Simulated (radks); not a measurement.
Coulomb parameter of the 3d shell of the vanadium ion V2+ in the model configuration [Ar] 3d2 4s1, as a second difference U = [E(n + 0.5) + E(n - 0.5) - 2 E(n)] / (0.5)^2 with all orbitals relaxed. "Bare": the charge of the atom changes with n. "Screened": the 4s shell takes up the change at fixed total charge, which measures U(3d,3d) + U(4s,4s) - 2 U(3d,4s). All-electron calculation, Dirac Kohn-Sham, PBE, spin-unpolarised, spherical densities, finite nucleus; open shells are shared between the two j in proportion to 2j + 1; Fermi nuclear charge, rms radius 3.6002 fm. Program: a radial shooting solver on a logarithmic mesh with Libxc functionals.

[
 {"case": "start", "configuration": "[Ar] 3d2 4s1", "E - E(n) (eV)": "0.000"},
 {"case": "bare +0.5", "configuration": "[Ar] 3d2.5 4s1", "E - E(n) (eV)": "-11.455"},
 {"case": "bare -0.5", "configuration": "[Ar] 3d1.5 4s1", "E - E(n) (eV)": "15.352"},
 {"case": "screened +0.5", "configuration": "[Ar] 3d2.5 4s0.5", "E - E(n) (eV)": "-2.961"},
 {"case": "screened -0.5", "configuration": "[Ar] 3d1.5 4s1.5", "E - E(n) (eV)": "3.876"}
]

U(bare) = 15.587 eV, U(screened by 4s) = 3.659 eV.
